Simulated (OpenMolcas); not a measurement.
Sb II: thermal populations, worked from levels

| Quantity | Value |
| --- | --- |
| Program | OpenMolcas 26.06 |
| Basis | ANO-R1 [6s5p3d1f] |
| Scalar Hamiltonian | X2C, finite nucleus |
| Active space | 4 electrons in 4 orbitals (5s 5p) |
| State averaging | 2S+1 = 3 even, 3 roots; 2S+1 = 1 even, 6 roots; 2S+1 = 5 odd, 1 root; 2S+1 = 3 odd, 9 roots; 2S+1 = 1 odd, 8 roots |
| Spin-orbit coupling | state interaction with AMFI integrals over the reference wave functions, term energies averaged over their components |

Methods: CASSCF; SS-CASPT2, IPEA 0.25 Eh, imaginary shift 0.1 Eh (closed shells correlated: 4d). Measured levels: NIST Handbook of Basic Atomic Spectroscopic Data.

**Thermal populations.** Z = Σ (2J + 1) exp(-E/kT) with k = 0.695035 cm-1/K, over the levels below. No other level of either list lies under 66200 cm-1, which is above 7 kT at each temperature.

```
      Level  2J + 1  SS-CASPT2  measured
5s² 5p² ³P₀       1        0.0       0.0
5s² 5p² ³P₁       3       2620      3055
5s² 5p² ³P₂       5       5250      5658
5s² 5p² ¹D₂       5      13360     12790
5s² 5p² ¹S₀       1      25790     23906
5s 5p³ ⁵S°₂       5      47670     51723
```

```tsv
T (K)	Z, SS-CASPT2	Z, measured levels	Ground level (%), SS-CASPT2	Ground level (%), measured levels
5000	3.623	3.354	27.6	29.8
8000	5.281	5.054	18.9	19.8
12000	6.925	6.763	14.4	14.8
```

At 12000 K, kT = 8340 cm-1, and the computed levels give Z = 1.000 + 2.191 + 2.664 + 1.008 + 0.045 + 0.016 = 6.925.

Over all roots computed the reference weight is 0.89 to 0.95 in SS-CASPT2; the roots of lowest weight are the least certain, and an intruder state may touch them. Terms of s pⁿ other than that of highest spin mix with s² pⁿ⁻² d, which this space lacks; all of them can be thousands of cm-1 off, and some have no real level of that name. Measured partners are found by configuration, term and J. A level has none where our copy of the source lacks it or the pairing is in doubt (some pairs that miss far off the trend of their configuration count as doubtful), and it then counts in no deviation. Only configurations of the active space appear.

° marks odd parity.
